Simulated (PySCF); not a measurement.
**Ionisation energy of N²⁺ by level of theory**

N²⁺ [He] 2s2 2p1 (2P) → N³⁺ [He] 2s2 (1S), as a difference of total energies. Computed with PySCF 2.14 in Sapporo-DZP-2012, with scalar relativity by spin-free X2C-1e. Correlated levels: valence: 1s2 frozen. The calculations carry no spin-orbit coupling.

```tsv
method	ionisation energy (eV)	difference from reference (eV)
UHF	47.152	-0.293
PBE0	47.875	+0.430
PBE	47.894	+0.449
MP2 (valence)	47.184	-0.261
SCS-MP2 (valence)	47.124	-0.321
CCSD (valence)	46.941	-0.504
CCSD(T) (valence)	46.957	-0.488
```

Reference: 47.445 eV (semi-empirical (NIST evaluation); NIST Atomic Spectra Database, ionization energies).

Errors of the correlated levels include the incompleteness of this basis and the frozen core.

The coupled-cluster amplitudes are large for N³⁺ (T1 above 0.03 or a double amplitude above 0.15), so a single reference is strained.
